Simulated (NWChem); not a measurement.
Everything below was run with NWChem. System: AgI, charge 0, spin multiplicity 1, optimised in this run. The structure started from a generated list of species. Level: PBE/def2-SVP with def2 effective core potentials on Ag, I.

Output (cleaned and shortened):

```
             Northwest Computational Chemistry Package (NWChem) 7.3.0
             --------------------------------------------------------

                                NWChem Input Module
                                -------------------

 Scaling coordinates for geometry "geometry" by  1.889725989
 (inverse scale =  0.529177249)

 Turning off AUTOSYM since
 SYMMETRY directive was detected!

          ------
          auto-z
          ------

                             Geometry "geometry" -> ""
                             -------------------------

 Output coordinates in angstroms (scale by  1.889725989 to convert to a.u.)

  No.       Tag          Charge          X              Y              Z
 ---- ---------------- ---------- -------------- -------------- --------------
    1 Ag                  47.0000     0.00000000     0.00000000    -1.36117409
    2 I                   53.0000     0.00000000     0.00000000     1.20707891

 Effective nuclear repulsion energy (a.u.)     513.2596077015

            Nuclear Dipole moment (a.u.)
            ----------------------------
        X                 Y               Z
 ---------------- ---------------- ----------------
     0.0000000000     0.0000000000    -0.0000000000

      Symmetry information
      --------------------

 Group name             C2v
 Group number             16
 Group order               4
 No. of unique centers     2

      Symmetry unique atoms

     1    2


 Summary of "ao basis" -> "" (spherical)
 ------------------------------------------------------------------------------
       Tag                 Description            Shells   Functions and Types
 ---------------- ------------------------------  ------  ---------------------
 *                          def2-svp                  on all atoms

                           NWChem Geometry Optimization
                           ----------------------------

 maximum gradient threshold         (gmax) =   0.000450
 rms gradient threshold             (grms) =   0.000300
 maximum cartesian step threshold   (xmax) =   0.001800
 rms cartesian step threshold       (xrms) =   0.001200
 fixed trust radius                (trust) =   0.300000
 maximum step size to saddle      (sadstp) =   0.100000
 energy precision                  (eprec) =   5.0D-06
 maximum number of steps          (nptopt) =   80
 initial hessian option           (inhess) =    0
 line search option               (linopt) =    1
[...]
    2       -0.006 ||    0.000000           0.000         0.000       0.000
    3       -0.006 ||    0.000000           0.000         0.000       0.000
    4        4.379 ||    0.001924           0.044         1.876      15.543
    5        4.379 ||    0.001924           0.044         1.876      15.543
    6      198.335 ||    0.003579           0.083         3.489      28.913
 ----------------------------------------------------------------------------

        Vibrational analysis via the FX method
  --- with translations and rotations projected out ---
  --- via the Eckart algorithm                      ---
 Dependent rotation vector no.                    3
  found in ECKART; assuming linear geometry
 Projected Nuclear Hessian trans-rot subspace norm:1.9259D-34
                         (should be close to zero!)

          --------------------------------------------------------
          MASS-WEIGHTED PROJECTED HESSIAN (Hartree/Bohr/Bohr/Kamu)
          --------------------------------------------------------

               1            2            3            4            5            6
   ----- ----- ----- ----- -----
    1    0.00000D+00
    2    0.00000D+00  0.00000D+00
    3    0.00000D+00  0.00000D+00  8.07980D-01
    4    0.00000D+00  0.00000D+00  0.00000D+00  0.00000D+00
    5    0.00000D+00  0.00000D+00  0.00000D+00  0.00000D+00  0.00000D+00
    6    0.00000D+00  0.00000D+00 -7.41598D-01  0.00000D+00  0.00000D+00  6.80669D-01

 center of mass
 --------------
 x =   0.00000000 y =   0.00000000 z =   0.06328261

 moments of inertia (a.u.)
 ------------------
        1384.584669463107           0.000000000000           0.000000000000
           0.000000000000        1384.584669463107           0.000000000000
           0.000000000000           0.000000000000           0.000000000000

 Rotational Constants
 --------------------
 A=   0.000000 cm-1  (  0.000000 K)
 B=   0.043479 cm-1  (  0.062555 K)
 C=   0.043479 cm-1  (  0.062555 K)

 Temperature                      =   298.15K
 frequency scaling parameter      =   1.0000

 Linear Molecule

 Zero-Point correction to Energy  =    0.283 kcal/mol  (  0.000452 au)
 Thermal correction to Energy     =    2.117 kcal/mol  (  0.003374 au)
 Thermal correction to Enthalpy   =    2.709 kcal/mol  (  0.004318 au)

 Total Entropy                    =   63.187 cal/mol-K
   - Translational                =   42.231 cal/mol-K (mol. weight = 233.8055)
   - Rotational                   =   18.809 cal/mol-K (symmetry #  =        1)
   - Vibrational                  =    2.148 cal/mol-K

 Cv (constant volume heat capacity) =    6.807 cal/mol-K
   - Translational                  =    2.979 cal/mol-K
   - Rotational                     =    1.986 cal/mol-K
   - Vibrational                    =    1.841 cal/mol-K


 ----------------------------------------------------------------------------
 Normal Eigenvalue ||    Projected Derivative Dipole Moments (debye/angs)
  Mode   [cm**-1]  ||      [d/dqX]             [d/dqY]           [d/dqZ]
 ------ ---------- || ------------------ ------------------ -----------------
    1       -0.000 ||       0.000               0.000             0.000
    2        0.000 ||       0.155               0.000             0.000
    3        0.000 ||       0.000               0.155             0.000
    4        0.000 ||      -0.142               0.000             0.000
    5        0.000 ||       0.000              -0.142             0.000
    6      198.335 ||       0.000               0.000            -0.287
 ----------------------------------------------------------------------------

 ----------------------------------------------------------------------------
 Normal Eigenvalue ||           Projected Infra Red Intensities
  Mode   [cm**-1]  || [atomic units] [(debye/angs)**2] [(KM/mol)] [arbitrary]
 ------ ---------- || -------------- ----------------- ---------- -----------
    1       -0.000 ||    0.000000           0.000         0.000       0.000
    2        0.000 ||    0.001044           0.024         1.018       8.436
    3        0.000 ||    0.001044           0.024         1.018       8.436
    4        0.000 ||    0.000880           0.020         0.858       7.107
    5        0.000 ||    0.000880           0.020         0.858       7.107
    6      198.335 ||    0.003579           0.083         3.489      28.913
 ----------------------------------------------------------------------------

 Task  times  cpu:       83.2s     wall:       83.2s

 Total times  cpu:      109.8s     wall:      109.8s
```

Question: Write an NWChem input that would produce this output.

Answer: Several could match; the one computed here: 
```
start mol
memory heap 200 mb stack 900 mb global 1100 mb
geometry units angstroms
  Ag     0.000000     0.000000    -1.361174
  I      0.000000     0.000000     1.207079
  symmetry group C2v
end
basis spherical
  * library def2-svp
end
ecp
  Ag library def2-ecp
  I library def2-ecp
end
dft
  xc xpbe96 cpbe96
  semidirect memsize 60000000 filesize 0
  iterations 100
  grid fine
  convergence energy 1e-8
end
driver
  maxiter 80
end
task dft optimize
task dft freq numerical
```
